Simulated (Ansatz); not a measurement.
One change: `C=C(Cl)[SiH2][AlH2]` becomes `C=C(S)Cl`.

Ansatz, PBE0-D4/def2-TZVP geometries, multiplicity 1. Each molecule was computed in one conformer, which needn't be the lowest.

| property | `C=C(Cl)[SiH2][AlH2]` |
| --- | --- |
| HOMO energy (PBE/def2-TZVPP) / eV | -6.17 |
| size of the dipole moment (B3LYP/def2-TZVPP) / D | 2.11 |
| LUMO energy (PBE/def2-TZVPP) / eV | -2.07 |
| HOMO–LUMO gap (B3LYP/def2-TZVPP) / eV | 5.72 |
| HOMO–LUMO gap (ωB97M-V/def2-TZVPP) / eV | 9.95 |
| size of the dipole moment (PBE/def2-TZVPP) / D | 2.10 |

**Question.** Give the same properties after the change, and the shifts. (Estimate.)

**Answer.** The calculation gave: 
| property | `C=C(S)Cl` | shift |
| --- | --- | --- |
| HOMO energy (PBE/def2-TZVPP) / eV | -5.88 | 0.29 |
| size of the dipole moment (B3LYP/def2-TZVPP) / D | 0.66 | -1.45 |
| LUMO energy (PBE/def2-TZVPP) / eV | -1.56 | 0.51 |
| HOMO–LUMO gap (B3LYP/def2-TZVPP) / eV | 5.97 | 0.25 |
| HOMO–LUMO gap (ωB97M-V/def2-TZVPP) / eV | 10.67 | 0.72 |
| size of the dipole moment (PBE/def2-TZVPP) / D | 0.60 | -1.50 |

With PBE0 the HOMO rises by 0.22 eV and the LUMO rises by 0.56 eV, so the gap widens by about 0.34 eV. PBE moves the HOMO by 0.29 eV and ωB97M-V by 0.08 eV. Dipoles are sizes alone; their direction can turn.

B3LYP here is the variant with VWN-RPA as its local correlation; programs differ in this.
